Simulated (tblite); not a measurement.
Species: C4H4BBrCl2.
Bonds: Cl1–C2, C2–C3, C3–C4, C4–C5 (triple), C5–B6, B6–Cl7, B6–Br8. Hydrogens: H9, H10 on C2; H11, H12 on C3.

Computed with GFN2-xTB (tblite), gas phase: L-BFGS steps from a force-field or distance-geometry start until the largest atomic force falls under 0.01 eV/Å.

Step 0: E = -680.8637 eV
```
atom  x, y, z in Å  |  force x, y, z in eV/Å
Cl1    -3.6464   -0.0771    0.1647   -0.121   0.032  -0.019
C2     -1.9487    0.4239    0.1929    0.716   0.228   0.528
C3     -1.0429   -0.8058    0.4040    0.083   0.010  -0.215
C4      0.3587   -0.3979    0.4238   -1.261  -0.509   0.044
C5      1.5181   -0.0801    0.4657    1.837   0.561  -0.081
B6      2.9886    0.3391    0.4885    0.426  -0.015   0.383
Cl7     4.2913   -0.8934    0.9173   -1.260   1.279  -0.492
Br8     3.4977    2.2611    0.2215   -0.405  -1.637   0.180
H9     -1.7947    1.1361    1.0380   -0.240  -0.382  -0.571
H10    -1.7026    0.9212   -0.7532   -0.157  -0.086   0.180
H11    -1.3091   -1.3049    1.3572    0.204   0.193  -0.438
H12    -1.2087   -1.5229   -0.4315    0.176   0.325   0.499
```

Step 1: E = -680.9318 eV
```
atom  x, y, z in Å  |  force x, y, z in eV/Å
Cl1    -3.6481   -0.0766    0.1645    0.011   0.068   0.003
C2     -1.9384    0.4272    0.2004    0.289  -0.051   0.038
C3     -1.0417   -0.8057    0.4009   -0.211   0.054  -0.016
C4      0.3407   -0.4052    0.4244    3.516   0.807   0.165
C5      1.5443   -0.0721    0.4646   -2.789  -0.734  -0.200
B6      2.9947    0.3389    0.4939    0.480   0.081   0.309
Cl7     4.2733   -0.8751    0.9103   -0.958   1.005  -0.389
Br8     3.4919    2.2377    0.2240   -0.311  -1.323   0.144
H9     -1.7981    1.1307    1.0299   -0.132  -0.092  -0.181
H10    -1.7048    0.9200   -0.7506   -0.114  -0.063   0.178
H11    -1.3062   -1.3022    1.3509    0.135   0.104  -0.295
H12    -1.2062   -1.5183   -0.4244    0.086   0.145   0.245
```

**Question.** Estimate the geometry and energy of step 2. (The exact step hangs on the optimiser's Hessian estimate; all steps are aligned on step 1, rigid shifts and turns removed.)

**Answer.** E = -681.0866 eV, largest force 1.145 eV/Å
```
atom  x, y, z in Å  |  force x, y, z in eV/Å
Cl1    -3.6498   -0.0754    0.1643    0.167   0.100   0.026
C2     -1.9247    0.4300    0.2086   -0.144  -0.450  -0.535
C3     -1.0428   -0.8049    0.3976    0.495   0.407   0.208
C4      0.3609   -0.4038    0.4269    1.129   0.180   0.058
C5      1.5406   -0.0720    0.4612   -0.850  -0.224  -0.092
B6      3.0063    0.3396    0.5030   -0.191   0.022   0.176
Cl7     4.2441   -0.8452    0.8987   -0.497   0.547  -0.223
Br8     3.4825    2.1990    0.2283   -0.188  -0.821   0.083
H9     -1.8031    1.1240    1.0195   -0.002   0.309   0.347
H10    -1.7084    0.9181   -0.7460   -0.047  -0.015   0.116
H11    -1.3017   -1.2982    1.3412    0.095   0.012  -0.070
H12    -1.2027   -1.5119   -0.4143    0.032  -0.066  -0.093
```

The energy changes by -0.1547 eV. The first-order estimate −F·Δx gives -0.2258 eV and the mean of the old and new forces, exact on a quadratic surface, -0.1527 eV. The step makes an angle of 51° with the force vector and moves no atom by more than 0.043 Å.

What follows is the cost of the whole relaxation. Hardware: Arm Neoverse N1, one thread, no GPU, shared host. Cost: 0.37 s of wall time.
